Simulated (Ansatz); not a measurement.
Calculated with Ansatz (gas phase, PBE0-D4/def2-TZVP geometries, no zero-point term in ΔE). CBS: MP2 limit from def2 TZ/QZ plus the TZ coupled-cluster correction, frozen cores. This one scheme is used for every species. Functionals use def2-TZVPP. Each species was taken in one conformer, which may not be the lowest.

`OC([SiH3])O[SiH3]` + H–F → `FC([SiH3])O[SiH3]` + H₂O  (substitution at a C–O bond)

`OC([SiH3])O[SiH3]`:

```xyz
13

O     1.568    0.277    0.104
C     0.355   -0.153   -0.461
Si    0.221   -2.057   -0.545
O    -0.756    0.318    0.266
Si   -0.948    1.927    0.619
H     1.687   -0.164    0.952
H     0.353    0.292   -1.465
H    -1.123   -2.476   -1.015
H     0.466   -2.564    0.834
H     1.266   -2.586   -1.457
H    -2.378    2.088    0.970
H    -0.601    2.748   -0.572
H    -0.110    2.352    1.769
```

H–F:

Z-matrix (Å, degrees):
```
F
H 1 0.920
```

`FC([SiH3])O[SiH3]`:

Z-matrix (Å, degrees):
```
C
Si 1 1.913
O 1 1.380 2 109.3
F 1 1.395 2 109.0 3 -119.6
H 1 1.100 2 113.1 3 123.8
H 2 1.485 1 108.3 3 -62.7
H 2 1.485 1 108.9 3 178.0
H 2 1.482 1 108.5 3 57.5
Si 3 1.663 1 123.6 2 178.3
H 9 1.480 3 105.6 1 -159.0
H 9 1.488 3 108.8 1 -39.8
H 9 1.482 3 111.6 1 81.3
```

H₂O:

```xyz
3

O     0.263    0.280   -0.061
H    -0.665    0.288   -0.304
H     0.402   -0.568    0.366
```

```
             level  ΔE (kcal/mol)  difference from CCSD(T)/CBS
           ωB97M-V           -0.4                         -1.1
               PBE           -0.5                         -1.2
            r2SCAN           -0.7                         -1.4
              PBE0           -0.1                         -0.8
     HF/def2-TZVPP           -2.5                         -3.2
    MP2/def2-TZVPP            1.8                          1.1
   CCSD/def2-TZVPP            0.4                         -0.3
CCSD(T)/def2-TZVPP            0.9                          0.2
     MP2/CBS(def2)            1.6                          0.9
    CCSD/CBS(def2)            0.2                         -0.5
       CCSD(T)/CBS            0.7                            0
```

Largest T1 diagnostic among the species: 0.013.

The D4 term adds +1.1 kcal/mol with B3LYP and +0.6 kcal/mol with PBE0; it sums over pairs of atoms, weighted by their polarisabilities, and B3LYP, whose exchange is more repulsive, gets the larger term. In def2-TZVPP, CCSD(T) changes the Hartree–Fock value by +3.4 kcal/mol (the triples alone add +0.5 kcal/mol) and MP2 by +4.4 kcal/mol.

B3LYP here is the variant with VWN-RPA as its local correlation; programs differ in this.
